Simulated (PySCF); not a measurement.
HI2Si, SMILES I[SiH]I (connectivity only; charge and spin as stated), charge +1, multiplicity 1. The structure is a stationary point at B3LYP-D3(BJ)/def2-SVP. The multiplicity is an assumed one; other spin states were not compared. The isomer is the one that the SMILES or the coordinates give; other isomers of the formula were not compared. The def2 effective core potentials stand for the cores of I; spin–orbit coupling is left out.

Computed with PySCF with B3LYP-D3(BJ)/def2-SVP.

Harmonic wavenumbers (cm⁻¹): 96, 337, 434, 497, 751, 2282. Rotational constants (GHz): 13.43, 0.4657, 0.4501; symmetry number 2.

Problem. Work out the zero-point energy and the ideal-gas rigid-rotor harmonic-oscillator thermochemistry at 298.15 K and 1 atm.

Solution. ZPE = ½ Σ hcν = ½ × 4397 cm⁻¹ = 26.30 kJ/mol. H − E(el) = 40.72 kJ/mol. Entropy in J/(mol K): translation 179.15, rotation 116.10, vibration 27.29, total 322.53. G − E(el) = -55.44 kJ/mol. Cp = 62.31 J/(mol K). Modes under 150 cm⁻¹ make the vibrational entropy uncertain.
